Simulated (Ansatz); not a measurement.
Reaction (SMILES): [S]=[Ge] (S-Ge) (closed-shell singlet) → Ge atom + S atom
B3LYP-D3(BJ)/def2-TZVP geometries, fixed; electronic energies without zero-point terms.

Basis-set convergence of the atomisation energy at CCSD(T) with Ansatz (a first-principles code). Cartesian d functions, on some or all atoms, in 3-21G, 6-31G, 6-31G**, 6-311G**; all else is spherical. Cores are frozen (with 3d on Ga to Br). Open shells are unrestricted. No added dispersion term, no relativity. Functions are those of the species that has most. Reference: Hartree-Fock in aug-cc-pV(Q+d)Z plus the correlation part extrapolated as X^-3 from aug-cc-pV(T+d)Z and aug-cc-pV(Q+d)Z, 132.67 kcal/mol, itself unsure by roughly 0.95 kcal/mol (a third of the extrapolation step and of the last Hartree-Fock step).

```json
[
 {"basis": "pcseg-0", "functions": "35", "atomisation energy (kcal/mol)": "93.56"},
 {"basis": "3-21G", "functions": "36", "atomisation energy (kcal/mol)": "100.89"},
 {"basis": "6-31G", "functions": "42", "atomisation energy (kcal/mol)": "96.51"},
 {"basis": "pcseg-1", "functions": "45", "atomisation energy (kcal/mol)": "116.15"},
 {"basis": "cc-pV(D+d)Z", "functions": "50", "atomisation energy (kcal/mol)": "116.64"},
 {"basis": "def2-SVP", "functions": "50", "atomisation energy (kcal/mol)": "118.33"},
 {"basis": "6-31G**", "functions": "54", "atomisation energy (kcal/mol)": "117.23"},
 {"basis": "aug-pcseg-1", "functions": "63", "atomisation energy (kcal/mol)": "[?]"},
 {"basis": "aug-cc-pV(D+d)Z", "functions": "68", "atomisation energy (kcal/mol)": "118.82"},
 {"basis": "6-311G**", "functions": "71", "atomisation energy (kcal/mol)": "118.00"},
 {"basis": "pcseg-2", "functions": "77", "atomisation energy (kcal/mol)": "[?]"},
 {"basis": "def2-TZVPP", "functions": "90", "atomisation energy (kcal/mol)": "125.82"},
 {"basis": "aug-pcseg-2", "functions": "109", "atomisation energy (kcal/mol)": "126.20"},
 {"basis": "aug-cc-pV(T+d)Z", "functions": "114", "atomisation energy (kcal/mol)": "126.31"},
 {"basis": "cc-pV(Q+d)Z", "functions": "132", "atomisation energy (kcal/mol)": "129.49"},
 {"basis": "def2-QZVPP", "functions": "159", "atomisation energy (kcal/mol)": "[?]"},
 {"basis": "aug-cc-pV(Q+d)Z", "functions": "182", "atomisation energy (kcal/mol)": "130.10"},
 {"basis": "cc-pV(5+d)Z", "functions": "204", "atomisation energy (kcal/mol)": "[?]"}
]
```

Task: Some entries are withheld; supply them.

Result: 
- aug-pcseg-1, atomisation energy (kcal/mol): 117.32
- pcseg-2, atomisation energy (kcal/mol): 124.96
- def2-QZVPP, atomisation energy (kcal/mol): 129.59
- cc-pV(5+d)Z, atomisation energy (kcal/mol): 131.08
